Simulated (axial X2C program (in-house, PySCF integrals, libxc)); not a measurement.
# Which molecule gave these maps?

PBE0 fields computed with an axial X2C code built on PySCF integrals, two-component, near the equilibrium distance, one atom at z = 0.

The maps cover the half plane through the axis: z from -2.4 to 4.2 Å along the bond, ρ from 0.15 to 2.25 Å away from it.

log10 of the density in e/bohr³:

```
 ρ\z  -2.4  -1.8  -1.2  -0.6   0.0   0.6   1.2   1.8   2.4   3.0   3.6   4.2
0.15  -3.4  -2.3  -1.4  -0.1   1.8  -0.1  -1.0  -0.5   1.4  -0.5  -1.5  -2.6
0.45  -3.4  -2.4  -1.5  -0.5   0.4  -0.6  -1.1  -0.7   0.1  -0.7  -1.6  -2.7
0.75  -3.5  -2.6  -1.7  -1.0  -0.5  -1.1  -1.3  -1.0  -0.7  -1.0  -1.8  -2.9
1.05  -3.7  -2.8  -2.0  -1.4  -1.2  -1.5  -1.6  -1.3  -1.1  -1.4  -2.1  -3.1
1.35  -3.9  -3.0  -2.3  -1.8  -1.7  -1.8  -2.0  -1.8  -1.6  -1.9  -2.5  -3.4
1.65  -4.2  -3.3  -2.7  -2.2  -2.1  -2.2  -2.4  -2.2  -2.1  -2.4  -2.9  -3.7
1.95  -4.5  -3.7  -3.1  -2.7  -2.5  -2.7  -2.8  -2.7  -2.6  -2.8  -3.3  -4.0
2.25  -4.8  -4.0  -3.5  -3.1  -3.0  -3.1  -3.2  -3.2  -3.2  -3.3  -3.8  -4.4
```

Electron localisation function (collinear form, no current term, damped to 0 at low density):

```
 ρ\z  -2.4  -1.8  -1.2  -0.6   0.0   0.6   1.2   1.8   2.4   3.0   3.6   4.2
0.15  0.06  0.58  0.62  0.55  0.76  0.55  0.58  0.17  0.25  0.23  0.72  0.20
0.45  0.05  0.55  0.67  0.34  0.77  0.31  0.57  0.40  0.39  0.53  0.70  0.17
0.75  0.03  0.48  0.73  0.32  0.34  0.22  0.53  0.74  0.52  0.82  0.64  0.13
1.05  0.01  0.38  0.75  0.60  0.37  0.36  0.43  0.76  0.84  0.82  0.52  0.08
1.35  0.00  0.23  0.69  0.77  0.65  0.43  0.28  0.63  0.77  0.70  0.35  0.04
1.65  0.00  0.10  0.54  0.74  0.67  0.34  0.15  0.41  0.58  0.49  0.18  0.01
1.95  0.00  0.02  0.29  0.55  0.50  0.20  0.07  0.18  0.32  0.24  0.06  0.00
2.25  0.00  0.00  0.07  0.25  0.24  0.09  0.02  0.05  0.10  0.06  0.01  0.00
```

Axial spin density in 10⁻³ e/bohr³:

```
 ρ\z  -2.4  -1.8  -1.2  -0.6    0.0   0.6   1.2  1.8   2.4   3.0   3.6  4.2
0.15   0.0   0.2   1.1   0.5  -37.6   0.1   0.3  2.1  -7.9   1.8   0.7  0.1
0.45   0.0   0.1  -0.3  -2.6   -3.4  -3.4  -0.3  1.6  -1.1  -0.4   0.3  0.0
0.75   0.0  -0.1  -1.6  -8.6   -9.9  -8.5  -0.9  0.9  -3.5  -1.5   0.0  0.0
1.05   0.0  -0.2  -1.8  -8.6  -14.4  -7.9  -1.0  0.5  -1.6  -1.0  -0.1  0.0
1.35   0.0  -0.2  -1.4  -5.3   -8.6  -4.7  -0.7  0.2  -0.4  -0.4  -0.1  0.0
1.65   0.0  -0.1  -0.8  -2.6   -3.9  -2.2  -0.4  0.1  -0.1  -0.1   0.0  0.0
1.95   0.0  -0.1  -0.4  -1.1   -1.6  -0.9  -0.2  0.0   0.0   0.0   0.0  0.0
2.25   0.0   0.0  -0.2  -0.5   -0.6  -0.4  -0.1  0.0   0.0   0.0   0.0  0.0
```

Task: Which molecule is it?
A. SbBr⁺
B. Al₂
C. InF⁺
D. SnN

Result: A. SbBr⁺, with Sb at z = 0 and Br at z = 2.388 Å, state Ω = 1/2 (⟨Sz⟩ = -0.49, ⟨Lz⟩ = 0.99 at PBE0), basis Sb dyall-cv3z [11s12p8d4f1g], Br dyall-cv3z [8s9p6d4f1g] (cores contracted in-house). The state is a single determinant with fixed occupations, the lowest that a limited PBE0 search found. Density functionals use the spin component along the axis (collinear). The functionals have no current-density term, which raises determinants with orbital currents, atoms included.
